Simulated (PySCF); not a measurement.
Xenon: a sound run and one with changed settings

Sound run: Xe⁺ [Kr] 4d10 5s2 5p5, Xe²⁺ [Kr] 4d10 5s2 5p4. Calculation: PySCF 2.14, in def2-TZVP with the def2 core potential (28 electrons) (6s5p3d2f, 50 functions); scalar relativity through the core potential. The sound run starts from symmetry-adapted Hartree-Fock orbitals and uses a fine grid where one is needed.

Changed run: 6 angular points. This setting is unsound on purpose.

| species | method | sound run (hartree) | changed run (hartree) | converged |
| --- | --- | --- | --- | --- |
| Xe⁺ | UHF | -327.87704 | -327.87704 | yes |
| Xe⁺ | TPSS | -328.78719 | -337.13955 | yes |
| Xe⁺ | BP86 | -329.04180 | -336.85025 | yes |
| Xe²⁺ | UHF | -327.13922 | -327.13922 | yes |
| Xe²⁺ | TPSS | -328.01214 | -335.76534 | yes |
| Xe²⁺ | BP86 | -328.26235 | -335.49374 | yes |

Ionisation energy of Xe⁺:

| method | sound run (eV) | changed run (eV) |
| --- | --- | --- |
| UHF | 20.077 | 20.077 |

A coarse angular grid integrates products of high-l functions wrongly, so density functionals can shift, and the SCF can exploit the error; Hartree-Fock and MP2 need no grid.

For comparison, NIST gives 20.975 eV between the lowest levels.
